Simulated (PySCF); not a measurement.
**How methods differ on the ionisation energy of Ir⁶⁸⁺**

Ir⁶⁸⁺ [He] 2s2 2p5 [2p1/2^2 2p3/2^3, M_J = 3/2] → Ir⁶⁹⁺ [He] 2s2 2p4 [2p1/2^2 2p3/2^2, M_J = 2], as a difference of total energies. Calculation: PySCF 2.14, in an uncontracted even-tempered set (16 s from 54 bohr⁻², ratio 2.4; 13 p from 70 bohr⁻², ratio 2.4; 5 d from 240 bohr⁻², ratio 2.6; 4 f from 360 bohr⁻², ratio 2.6); the two-component X2C-1e Hamiltonian. Correlated levels: nothing frozen; the 28 highest virtual spinors dropped. "Screened" scales the spin-orbit matrix elements by Boettger's factors to mimic the two-electron term; Breit and QED terms are absent.

| method | ionisation energy (eV) |
| --- | --- |
| GHF (spin-free) | 17883.6 |
| GMP2 (spin-free) | 17885.4 |
| GHF (screened spin-orbit) | 17409.3 |
| GMP2 (screened spin-orbit) | 17411.0 |

For this ion Breit and QED terms and the two-electron picture change, all absent here, outweigh the correlation shift from GHF to GMP2.

The spin-free rows relax to the high-spin LS determinant and lack the spin-orbit shift.

The labels give the starting determinants; with spin-orbit coupling the two ends relaxed to ⟨J²⟩ = 3.75, ⟨L²⟩ = 2.03, ⟨S²⟩ = 0.78 and ⟨J²⟩ = 6.00, ⟨L²⟩ = 3.31, ⟨S²⟩ = 1.38.

For comparison: 17390 ± 50 eV (theoretical estimate listed by NIST; NIST Atomic Spectra Database, ionization energies).
